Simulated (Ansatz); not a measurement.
Cd₂SCl₂. Total charge 0; triplet. Geometry r2SCAN-D4/def2-SVP, that of the neutral singlet; atoms count from 1.

```xyz
5

Cd    1.2812    0.3575   -1.1462
Cd   -1.5278    0.0692    0.8625
S    -0.7955    1.3894   -0.9130
Cl    3.3338   -0.6186   -1.4117
Cl   -2.2918   -1.1975    2.6084
```

In the def2 sets Cd takes a core potential; there is no spin–orbit coupling. At PBE0-D4/def2-TZVP a singlet of charge 0 lies 3.70 eV below the triplet at the same geometry. The structure comes from a short search, and lower isomers may exist.

(1) Estimate the Mulliken populations from the PBE0/def2-TZVP orbitals of Ansatz.

(2) Where does the spin sit?

(3) And the Mayer bond orders between bonded heavy atoms (over 0.3)?

## Answers

(1) 
```csv
atom,charge (e),spin (α − β),d electrons
Cd1,0.49,0.37,9.98
Cd2,0.49,0.37,9.98
S3,-0.14,1.08,–
Cl4,-0.42,0.09,–
Cl5,-0.42,0.09,–
```
Mulliken values and Mayer orders depend strongly on the basis.

(2) Summed by element: Cd 0.73, S 1.08, Cl 0.18, of 2 unpaired in all. Largest on single atoms: S3 1.08, Cd2 0.37, Cd1 0.37.

(3) Cd1–Cd2 0.36 (3.47 Å); Cd1–S3 0.61 (2.33 Å); Cd1–Cl4 0.85 (2.29 Å); Cd2–S3 0.61 (2.33 Å); Cd2–Cl5 0.85 (2.29 Å).
